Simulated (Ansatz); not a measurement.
Correlation energies of FH₆NSSi₂ (`N[SiH2][SiH](F)S`) by basis set

```xyz
11

N     1.2014    0.4168   -1.1121
Si    0.2721    1.0569    0.2022
Si   -1.2864   -0.6137    0.7257
F    -2.4660   -0.5961   -0.3690
S    -0.1936   -2.4310    0.6738
H     2.1553    0.7250   -1.2213
H     0.7639    0.3121   -2.0151
H     1.2075    1.2351    1.3435
H    -0.3939    2.3663   -0.0652
H    -1.9525   -0.5438    2.0488
H     0.6923   -1.9276   -0.2115
```

Charge 0, multiplicity 1. The structure was optimised at the PBE0-D4/def2-TZVP level. It is one conformer, not always the lowest. Frozen core, restricted reference, the Gaussian-basis code of Ansatz. CBS rows extrapolate triple and quadruple zeta; past MP2 they add the triple-zeta difference.

| basis | HF (Eh) | MP2 corr. | CCSD corr. | (T) | CCSD(T) total |
| --- | --- | --- | --- | --- | --- |
| def2-TZVPP | -1133.00877 | -0.88713 | -0.94089 | -0.03517 | -1133.98483 |
| def2-QZVPP | -1133.04589 | -0.96272 | – | – | – |
| CBS(def2) | -1133.05100 | -1.01871 | -1.07247 | as TZ | -1134.15864 |
